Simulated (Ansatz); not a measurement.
Relaxation of FH7W (9 atoms, charge 0, multiplicity 1), to a largest force component of 0.03 eV/Å in at most 50 steps.

Computed with Ansatz 0.2.0, RKS PBE/def2-SVP.

```xyz
9
Properties=species:S:1:pos:R:3
W 0.227 0.236 -0.419
H 0.310 0.323 2.494
H 1.356 -0.688 0.389
H -0.711 1.356 0.383
H -1.388 -0.161 -0.002
H -0.154 -1.382 0.001
H 0.347 0.352 -2.141
F 1.483 1.504 0.195
H 0.687 0.707 2.006
```

Problem. Where does it end, and by what steps?

Solution. The run converged. After 16 steps the energy has fallen by 1.969 eV; H2 moved furthest, 1.73 Å. Parted: H2–H9 (0.73 → 0.96 Å). Joined: W1–H2 (2.92 → 1.82 Å), W1–H9 (2.51 → 1.80 Å).

```tsv
step	energy less start (eV)	largest force component (eV/Å)	accepted
0	0.0000	1.172	yes
1	-0.1091	0.432	yes
2	-0.1295	0.309	yes
3	-0.1584	0.165	yes
4	-0.1921	0.163	yes
5	-0.2204	0.347	yes
6	-0.2557	0.306	yes
7	-0.3080	0.414	yes
8	-0.4980	0.784	yes
9	-0.9396	0.926	yes
10	-1.4221	1.212	yes
11	-1.8286	0.482	yes
12	-1.8950	1.548	yes
13	-1.9137	1.044	yes
14	-1.9662	0.089	yes
15	-1.9683	0.044	yes
16	-1.9685	0.014	yes
```

```xyz
9
Properties=species:S:1:pos:R:3
W 0.576 0.588 0.078
H -0.452 -0.464 1.152
H 1.617 -0.378 1.008
H -0.405 1.622 1.000
H -1.116 0.364 0.042
H 0.360 -1.107 0.052
H -0.189 -0.190 -1.201
F 1.692 1.716 -0.958
H 0.075 0.098 1.732
```

Time of the run: 35 s on 1 thread of AMD EPYC 7R43 64-Core Processor (Zen 3) (shared host), peak memory 0.15 GiB.
